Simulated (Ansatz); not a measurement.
Cost and result for the atomization energy of C2H6ClFSn, SMILES `[CH3][Sn]([CH3])([F])[Cl]` (11 atoms, 10 bonds).

Cartesian coordinates in Å:
```
C -1.257 0.708 -1.264
Sn 0.488 0.251 -0.155
C 0.545 -1.116 1.461
F 1.746 -0.430 -1.442
Cl 1.433 2.256 0.564
H -1.671 -0.205 -1.691
H -1.994 1.182 -0.616
H -0.979 1.394 -2.063
H 1.581 -1.214 1.784
H 0.168 -2.086 1.137
H -0.061 -0.740 2.285
```

Charge 0, multiplicity 1. Correlated methods include outer-core shells of Sn, which these sets cover unevenly. Sn takes the def2 core potential. The geometry is a stationary point of PBE0-D4/def2-TZVP. Program: Ansatz. Hardware: A = 2 threads of an AMD EPYC 7R13 on a shared host; B = 2 threads of an AMD EPYC 7R13 on a shared host and a share of an NVIDIA H100 80 GB. Times are those of one run each, without the atoms' runs, and a repeat can differ threefold. Electronic energies, without spin–orbit coupling; frozen cores. CCSD(T)/CBS adds CCSD(T) − MP2 in def2-TZVPP to the MP2 limit, and its time is that of the two runs behind it. T1 = 0.012. With those shells the extrapolation isn't a true limit. B3LYP takes the VWN-RPA correlation (the form of Gaussian; ORCA's B3LYP/G).

CCSD(T)/CBS is a level of theory with its own doubt, some kJ/mol a heavy atom from the limit and from the frozen cores, so smaller differences don't rank the functionals.

```csv
level,functions,wall time,atomization (kJ/mol),difference from CCSD(T)/CBS,per bond
PBE-D4/def2-TZVPP (with forces) [A],269,4 s,3919.5,22.0,2.2
MP2/def2-QZVPP [B],503,4.1 s,3901.0,3.5,0.3
PBE0-D4/def2-TZVPP [A],269,5.5 s,3861.6,-35.9,-3.6
CCSD(T)/def2-TZVPP [B],269,6 s,3786.9,-110.6,-11.1
r2SCAN-D4/def2-TZVPP (with forces) [A],269,7.5 s,3877.1,-20.4,-2.0
B3LYP-D4/def2-TZVPP (with forces) [A],269,8.5 s,3847.8,-49.7,-5.0
B2PLYP/def2-TZVPP [A],269,10 s,3816.9,-80.6,-8.1
CCSD(T)/CBS(def2),–,10 s,3897.5,0.0,0.0
ωB97X-V/def2-TZVPP [A],269,12 s,3883.8,-13.7,-1.4
ωB97M-V/def2-TZVPP (with forces) [A],269,18 s,3871.4,-26.1,-2.6
```

In def2-TZVPP, CCSD(T) changes the Hartree–Fock value by +921.6 kJ/mol (the triples alone add +56.6 kJ/mol) and MP2 by +969.0 kJ/mol; breaking electron pairs costs correlation energy, which Hartree–Fock lacks. From PBE to PBE0 (25 % exact exchange), in def2-TZVPP and without D4, the atomization energy moves by −54.6 kJ/mol: exact exchange takes away binding that semilocal exchange gives to molecules. The D4 term adds +38.0 kJ/mol with B3LYP and +20.3 kJ/mol with PBE0; it sums over pairs of atoms, weighted by their polarisabilities, and B3LYP, whose exchange is more repulsive, gets the larger term.

Spin–orbit coupling would lower the free Sn atoms strongly, and the atomization energy with them, by more than many differences here. For some Ge, Se and Sn compounds the MP2-based and the directly extrapolated limit differ by 10 to 25 kJ/mol.
